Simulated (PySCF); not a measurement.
Species: C₅H₁₃PSSi.
SMILES with atom numbers: `[CH3:1][SiH2:2][P:3]1[CH2:4][CH2:5][S:6][CH2:7][CH2:8]1`

Cartesian coordinates in Å at the GFN2-xTB level; atoms count from 1:
```
atom  x, y, z in Å
C1     3.344   -0.110    0.420
Si2    1.691   -0.588    1.219
P3     0.158   -0.751   -0.416
C4    -0.097    1.063   -0.780
C5    -1.377    1.281   -1.570
S6    -2.860    1.023   -0.547
C7    -2.624   -0.737   -0.147
C8    -1.354   -0.972    0.653
H9     3.640   -0.841   -0.328
H10    3.288    0.858   -0.069
H11    4.131   -0.060    1.165
H12    1.335    0.404    2.247
H13    1.770   -1.908    1.854
H14   -0.130    1.645    0.145
H15    0.757    1.402   -1.375
H16   -1.438    0.603   -2.424
H17   -1.453    2.310   -1.923
H18   -2.612   -1.294   -1.087
H19   -3.510   -1.017    0.425
H20   -1.326   -0.294    1.511
H21   -1.342   -2.001    1.026
```

NICS = −σ at a ghost point: NICS(0) at the centroid of the ring atoms, NICS(1) 1 Å to either side along the normal of their mean plane, zz for the tensor component along that normal. Level: GIAO PBE0/pcSseg-1 (PySCF, non-relativistic, gas phase) on the GFN2-xTB geometry, one conformer.

Ring bond lengths (Å), with Mayer bond orders in brackets: P3–C4 1.868 (0.94), C4–C5 1.520 (1.01), C5–S6 1.820 (1.01), S6–C7 1.820 (1.01), C7–C8 1.520 (1.01), C8–P3 1.865 (0.95).

Q: Give the NICS values of each ring in ppm.

A: 
| ring | type | NICS(0) | NICS(1), two faces | NICS(1)zz, two faces | rms pucker (Å) | centre to ring atoms, mean (Å) |
| --- | --- | --- | --- | --- | --- | --- |
| P3–C4–C5–S6–C7–C8 | 6-membered ring with P and S; formal bonds all single | -3.0 | -2.0 / -2.2 | 6.2 / 4.4 | 0.32 | 1.64 |

Q: What do they say, and how far can they be read as aromaticity?

A: 
- P3–C4–C5–S6–C7–C8: mean NICS(1)zz 5.3 ppm, deshielded. C4, C5, C7, C8 have four or more neighbours; no verdict on aromaticity is drawn.

Q: At the first NICS(1) probe listed for ring P3–C4–C5–S6–C7–C8, 1 Å off the ring, how large is the induced field along the normal in 9.4 T applied along it?

A: NICSzz × B0 = 6.2 ppm × 9.4 T = 58 μT, along the applied field.

Q: How shielded are the nuclei of the rings and their hydrogens (means over atoms taken as equivalent)?

A: 
```csv
atoms,environment,σ isotropic (ppm)
P3,three-coordinate phosphorus,449.5
C4 (×2),sp3 carbon bound to phosphorus,159.8
C5 (×2),sp3 carbon bound to sulfur,150.0
S6,sulfide sulfur,476.4
H14 (×4),methylene hydrogen,29.82
H16 (×4),methylene hydrogen,28.87
```

The run took about 2.1 min of CPU time (one thread, shared machine). This is the whole shielding run at PBE0/pcSseg-1, SCF included.
